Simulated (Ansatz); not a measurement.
Reaction (atomization): `[SiH3]CC1=CB1` → B• + 3 C• + 7 H• + Si•

Calculated with Ansatz (gas phase, PBE0-D4/def2-TZVP geometries, no zero-point term in ΔE). CBS: MP2 limit from def2 TZ/QZ plus the TZ coupled-cluster correction, frozen cores. This one scheme is used for every species, atoms too. For atomizations the MP2-based limit and the directly extrapolated one differ by several kJ/mol either way, and by 10 to 25 for some Ge, Se and Sn compounds, so smaller differences from it don't rank the levels. DFT in def2-TZVPP. HSE06 is defined as in plane-wave codes. No spin–orbit coupling; open shells (•) take unrestricted orbitals. Spin–orbit coupling would lower the free atoms: a little for B, C, Si. One conformer a species, not always the lowest.

CCSD(T)/CBS gives +47.84 eV.

Another level gave +48.48 eV. Which?
A. B97M-V/def2-TZVPP
B. HSE06-D4/def2-TZVPP
C. LDA (SPW92)/def2-TZVPP
D. BHLYP/def2-TZVPP

B. HSE06-D4 48.48, B97M-V 48.43, BHLYP 46.86, LDA (SPW92) 54.38 eV.

What do rigid-rotor, harmonic-oscillator terms from PBE0-D4/def2-TZVP frequencies (298.15 K, 1 bar) make of the CCSD(T)/CBS value? (Best estimate.)

Ansatz gave: ΔZPE = -2.33 eV, ΔH = +46.06 eV, ΔS = 1263 J/(mol·K), ΔG = +42.16 eV. Open shells count their whole term as degenerate.

Largest T1 diagnostic among the species: 0.014.

Leaving LDA and LC-ωPBE aside and taking each functional with its dispersion term where it has one, the values, not all of them listed here, spread over 1.79 eV, from BHLYP-D4 to PBE-D4. LDA lies +5.68 eV from PBE without D4, its usual overbinding. At CCSD(T), def2-SVP lies −1.94 eV from the extrapolated value and def2-TZVPP −1.08 eV: correlation converges slowly with the basis, and small sets miss more of it in the bonded molecule than in its fragments. In def2-TZVPP, CCSD(T) changes the Hartree–Fock value by +10.13 eV (the triples alone add +0.64 eV) and MP2 by +10.89 eV; breaking electron pairs costs correlation energy, which Hartree–Fock lacks.
